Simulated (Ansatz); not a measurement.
K₆F₅⁺, relaxed as a singlet with RKS PBE0-D4/def2-SVP in Ansatz, starting from the GFN1-xTB geometry. Force threshold 0.02 eV/Å.

The structure comes from a short search, and lower isomers may exist.

Start:

```xyz
11

K    -2.460   -1.811   -1.155
K     2.514    0.901    1.342
K     0.019   -2.352    1.386
K     0.856   -0.329   -1.653
K    -1.367    0.882    1.125
K     0.709    3.200   -1.108
F     2.314    1.607   -0.789
F    -0.141   -2.278   -1.125
F     0.727   -0.167    1.999
F    -2.304   -1.249    1.021
F    -0.867    1.596   -1.041
```

```tsv
step	energy (eV)	largest force component (eV/Å)	SCF passes
1	-111479.7912	1.500	17
2	-111480.5323	0.501	23
3	-111480.6815	0.119	18
4	-111480.7530	0.810	17
5 (rejected)	-111480.7075	0.403	18
6	-111480.7610	0.226	18
7	-111480.7855	0.181	18
8	-111480.8269	0.102	18
9	-111480.8452	0.075	18
10	-111480.8830	0.104	17
11	-111480.9163	0.560	17
12	-111480.9179	0.338	17
13	-111480.9491	0.305	19
14	-111480.9860	0.247	18
15	-111480.9885	0.106	18
16	-111481.0000	0.073	18
17	-111481.0038	0.068	18
18	-111481.0063	0.010	19
```

Force components are those of the run's own axes.

End:

```csv
atom,x (Å),y (Å),z (Å)
K1,-2.410,-1.142,-1.355
K2,2.916,1.125,1.616
K3,-0.362,-2.659,1.319
K4,1.206,-0.403,-1.155
K5,-1.206,0.890,1.427
K6,0.342,3.039,-1.741
F7,2.068,1.958,-0.470
F8,-0.266,-2.298,-1.102
F9,1.019,-0.410,1.498
F10,-2.312,-1.185,1.097
F11,-0.995,1.085,-1.134
```

Bonds formed: K1–F11, K4–F9 (atoms count from 1). Metal–metal contacts that move far: K2–K3 4.10 to 5.02 Å.

No frequencies were taken in this run, so the end may be a saddle point.

It took 2.9 min on 4 threads of Arm Neoverse V2 on a shared host, peak host memory 0.91 GiB.
